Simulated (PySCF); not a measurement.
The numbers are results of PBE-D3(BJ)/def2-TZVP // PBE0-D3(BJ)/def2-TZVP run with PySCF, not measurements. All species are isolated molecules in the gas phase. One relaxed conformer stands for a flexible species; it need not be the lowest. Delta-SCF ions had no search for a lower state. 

Reference species (SMILES): `[SiH3][Si]([SiH3])(O)[SiH3]` (H–O–Si–Si torsion 60°) (neutral, multiplicity 1).

```yaml
vertical ionisation energy (Delta-SCF): 8.84 eV
HOMO–LUMO gap: 4.47 eV
```

Changed species: `O[Si@@H]([SiH3])[SiH2][SiH3]` (H–O–Si–Si torsion 56°, Si–Si–Si–Si torsion 172°).

### Question
Predict the effect on the vertical ionisation energy (Delta-SCF) and HOMO–LUMO gap.

### Answer
the vertical ionisation energy (Delta-SCF) falls by 0.05 eV, to 8.79 eV; the HOMO–LUMO gap increases by 0.20 eV, to 4.67 eV.
